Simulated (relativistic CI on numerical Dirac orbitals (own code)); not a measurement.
# Hyperfine structure of Yb²⁰⁺, mass number 171

Method of calculation: Dirac-Coulomb-Breit CI, separate exchange-only KLI orbitals for each configuration, a model potential for QED, unscaled Slater integrals (own radial code, finite nucleus).

Configuration list (outside the closed core [Ar] 3d10 4p6 4d10): 4s2 4f4, 4s2 4f3 5s, 4s2 4f2 5s2, 4s2 4f3 5p, 4s2 4f2 5s 5p, 4s2 4f2 5p2, 4s2 4f2 5s 5d, 4s2 4f3 5d, 4s2 4f2 5p 5d, 4s2 4f3 5f, 4s2 4f3 6s, 4s2 4f3 6p, 4s 4f3 5s2. Levels of other configurations are missing.

Nuclear spin I = 1/2, μ = 0.4923 μN (tables of Stone and Pyykkö). The electronic factors are computed for point nuclear moments, without core polarisation or the Bohr-Weisskopf and QED corrections.

| Level | E (cm⁻¹) | A (MHz) |
| --- | --- | --- |
| 4s2 4f4 5I_4 | 0.0 | 2814 |
| 4s2 4f4 5I_5 | 7872.1 | 2204 |
| 4s2 4f4 5I_6 | 15482.2 | 1889 |
| 4s2 4f4 5I_7 | 22567.7 | 1739 |
| 4s2 4f4 5I_8 | 29129.0 | 1671 |
| 4s2 4f4 5F_2 | 34580.8 | 2508 |
| 4s2 4f4 5F_1 | 34831.4 | 4903 |
| 4s2 4f4 5F_3 | 40043.1 | 1737 |

Levels with J = 0, under 50 % of one LS term, or S terms without an open s electron are left out. Small factors come from cancelling terms and can be off by tens of per cent or more.

At this charge energies of transitions that change n are usually good to better than 1 %, and those within a shell (Δn = 0) to a few per cent. Terms inside the open d or f shell come out 10 to 20 % too wide with unscaled integrals.

Question: Give the hyperfine levels of 4s2 4f4 5I_4 relative to its centre of gravity.

Answer: With K = F(F + 1) − I(I + 1) − J(J + 1), E = AK/2: F = 7/2: -7035, F = 9/2: 5628 MHz.

LS names give the leading component of a level, which can be under half, so a name can repeat, a term be missing and a line seem to break the LS rules.
